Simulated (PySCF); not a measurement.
A GIAO shielding run with PySCF (density fitting, non-relativistic, gas phase) on `C(C1(CC)CC1)(=O)F`, C$_{6}$H$_{9}$FO:

```
$ OMP_NUM_THREADS=1 python probes_run.py task.json out

{"job": {"kind": "nmr", "xc": "PBE0", "basis": "pcSseg-1"}, "charge": 0, "multiplicity": 1}
C      2.045003    -0.044515     0.239865
C      0.719880     0.393563     0.857766
C     -0.467335    -0.110412     0.058557
C     -0.673859    -1.558611     0.146458
O     -0.097508    -2.368309     0.788488
F     -1.714890    -1.977978    -0.648291
C     -0.827331     0.579067    -1.242979
C     -1.711620     0.752613    -0.063337
H      2.122883    -1.128163     0.243284
H      2.125672     0.307026    -0.786458
H      2.876173     0.361245     0.810430
H      0.678781     1.483368     0.903632
H      0.652283     0.006552     1.876766
H     -0.192331     1.399131    -1.540166
H     -1.174591    -0.032730    -2.061127
H     -2.671064     0.258393    -0.060806
H     -1.697146     1.691791     0.468008
```

Hardware: 1 thread of an Arm Neoverse N1, shared host. The job also computes population analyses, field gradients, ring-centre shieldings.

Question: How large is the calculation?

Answer: 62 electrons, 181 basis functions and 934 auxiliary functions.

Question: How long does it take?

Answer: 50 s of wall time, with 14 SCF cycles and 5 response iterations. Times on a shared host scatter by some tens of per cent.
